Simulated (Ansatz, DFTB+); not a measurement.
Species: bicarbonate, CHO3, charge -1, multiplicity 1. SMILES: O=C([O-])O

Atoms: O1, C2, O3, O4, H5. Bonds: O1-C2, O1-H5, C2-O3, C2-O4.

Bond lengths (Å) and angles (degrees) optimised at SCC-DFTB with DFTB+; HF/3-21G with Ansatz (a first-principles code); B3LYP/6-31G* with Ansatz; MP2/6-31G* with Ansatz, each started from the B3LYP-D3(BJ)/def2-TZVP structure (Ansatz) of the last column. A row stands for all coordinates that are equal there; 7 of 8 kinds are shown. 6-31G* holds six Cartesian d functions. No wavenumbers were computed at SCC-DFTB, MP2/6-31G*, so these may be saddle points.

```csv
coordinate,SCC-DFTB,HF/3-21G,B3LYP/6-31G*,MP2/6-31G*,B3LYP-D3(BJ)/def2-TZVP
O1-C2,1.564,1.443,1.455,1.454,1.450
O1-H5,0.987,0.965,0.971,0.973,0.965
C2-O3,1.255,1.247,1.255,1.260,1.249
C2-O4,1.244,1.232,1.240,1.245,1.232
O1-C2-O3,111.5,112.8,113.1,113.0,113.3
O1-C2-O4,114.7,114.5,114.0,113.9,114.0
O3-C2-O4,133.8,132.7,132.9,133.1,132.6
```

Mean signed difference of all 4 bond lengths from B3LYP-D3(BJ)/def2-TZVP: SCC-DFTB 0.039 Å, HF/3-21G -0.002 Å, B3LYP/6-31G* 0.006 Å, MP2/6-31G* 0.009 Å.
